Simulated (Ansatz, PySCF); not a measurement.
Dimer: ethylamine (SMILES CCN) (first 10 atoms) with HF (SMILES F); geometry from B3LYP-D3(BJ)/def2-TZVP.
(charge 0, multiplicity 1):
```xyz
12

C      1.2488     0.4907     0.0162
C     -0.2581     0.3102    -0.0588
N     -0.6906    -0.7789     0.8387
H      1.5661     1.3184    -0.6192
H      1.5586     0.6969     1.0408
H      1.7683    -0.4086    -0.3250
H     -0.5677     0.1293    -1.0943
H     -0.7585     1.2201     0.2771
H     -1.6941    -0.9165     0.7888
H     -0.2540    -1.6555     0.5716
F      0.0175    -0.0377     3.2182
H     -0.2674    -0.3668     2.3466
```

Basis-set superposition error: the interaction energy with monomers in their own basis, and in the dimer's basis (counterpoise).

Run with Ansatz (a quantum-chemistry and plane-wave program); PySCF for 6-31G* rows. Each number belongs to the level named beside it.

```csv
level,uncorrected (kcal/mol),counterpoise (kcal/mol),difference
SVWN5/def2-TZVPPD,-22.68,-22.50,0.18
PBE/def2-TZVPPD,-16.75,-16.61,0.14
revPBE/def2-TZVPPD,-13.90,-13.76,0.15
B97M-V/def2-TZVPPD,-15.91,-15.79,0.12
PBE0/def2-TZVPPD,-16.91,-16.78,0.12
MP2/6-31G*,-17.43,-13.17,4.26
MP2/aug-cc-pVDZ,-16.62,-14.65,1.97
SCS-MP2/aug-cc-pVDZ,-15.54,-13.52,2.02
SCS-MP2/aug-cc-pVTZ,-15.45,-14.37,1.08
CCSD/aug-cc-pVDZ,-15.70,-13.82,1.88
```

The error is largest for MP2/6-31G* (4.26 kcal/mol) and smallest for B97M-V/def2-TZVPPD (0.12 kcal/mol).
